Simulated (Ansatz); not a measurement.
Two isomers of C2H4BBrO: A = `OB1CC1Br`, B = `B/C(Br)=C/O`.

Computed with Ansatz on PBE0-D4/def2-TZVP structures; ΔE is electronic, products minus reactants. CBS: MP2 limit from def2 TZ/QZ plus the TZ coupled-cluster correction, frozen cores. Functionals use def2-TZVPP. B3LYP here is the variant with VWN-RPA as its local correlation; programs differ in this. For Br outer-core shells are correlated without core-valence functions, which leaves a few kJ/mol of doubt a bond. Scalar relativity is left out up to krypton. One conformer a species, not always the lowest.

(1) Which is lower in electronic energy at CCSD(T)/CBS, and by how much? (Estimate.)

(2) Give E(B) − E(A) in kJ/mol with B3LYP, r2SCAN-D4, B3LYP-D4, CCSD/def2-TZVPP, CCSD(T)/def2-TZVPP, PBE-D4, HF/def2-TZVPP. (An estimate is asked.)

Largest T1 diagnostic: 0.012.

## Answers

(1) Ansatz gave: A, by 85.0 kJ/mol.

(2) The calculation gave: B3LYP 77.0, r2SCAN-D4 82.2, B3LYP-D4 74.5, CCSD/def2-TZVPP 88.6, CCSD(T)/def2-TZVPP 83.4, PBE-D4 79.8, HF/def2-TZVPP 76.1. None reverses the order clearly.

From PBE to PBE0 (25 % exact exchange), in def2-TZVPP and without D4, E(B) − E(A) moves by +10.2 kJ/mol. In def2-TZVPP, CCSD(T) changes the Hartree–Fock value by +7.2 kJ/mol (the triples alone add −5.3 kJ/mol) and MP2 by +14.4 kJ/mol.
